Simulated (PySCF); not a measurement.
# C3H13GeNSi: core ionisation energies

Species: C3H13GeNSi.
Bonds: C1–C2, C2–C3, C2–N4, N4–Si5, N4–Ge6. Hydrogens: H7, H8, H9 on C1; H10 on C2; H11, H12, H13 on C3; H14, H15, H16 on Si5; H17, H18, H19 on Ge6.

Method used: delta-SCF UKS SCAN, pcX-2 on the ionised atom, pcseg-1 elsewhere, spin-free X2C (PySCF 2.14.0). Binding energies are ΔSCF values: E(core-ionised, relaxed orbitals) − E(ground state) at a fixed geometry, referred to the vacuum level.

Question: What binding energy does each computed site have?

Answer: 
```csv
atom(s),environment,level,binding energy (eV),2p1/2 (eV),above the level's lowest (eV),count
Si5,SiH3 silicon,Si 2p3/2,106.67,107.29,0.00,1
C1/C3,methyl carbon,C 1s,290.53,–,0.00,2
C2,sp3 carbon bound to nitrogen,C 1s,291.50,–,+0.97,1
N4,silicon-bound nitrogen,N 1s,403.58,–,0.00,1
Si5,SiH3 silicon,Si 1s,1846.53,–,0.00,1
```

Lowest listed C 1s: C1/C3, bonded to C and 3 H. Highest, 0.97 eV above it: C2, bonded to N, 2 C and H. Summing the Pauling electronegativity differences to the bonded atoms, each weighted by its formal bond order, gives -1.05 for the lowest site and +0.14 for the highest.

Question: Express the binding energy of N 1s of N4 in atomic units and per mole.

Answer: 403.58 eV = 14.8313 Eh = 38940 kJ/mol.

Topologically equivalent atoms share the value of their first member; where this conformer doesn't relate them by symmetry, their own values could differ. Spin–orbit and ligand-field terms were added within each 2p shell after the spin-free SCF. 2p1/2 minus 2p3/2 (ligand field included): Si 0.62 eV. No level of germanium is listed. The structure is a single PBE0-D3(BJ)/def2-SVP conformer in the gas phase; no vibrational or solvent corrections.

Shape of the structure used: `[CH3:1][CH:2]([CH3:3])[N:4]([SiH3:5])[GeH3:6]`: C1–C2–N4–Si5 133°.
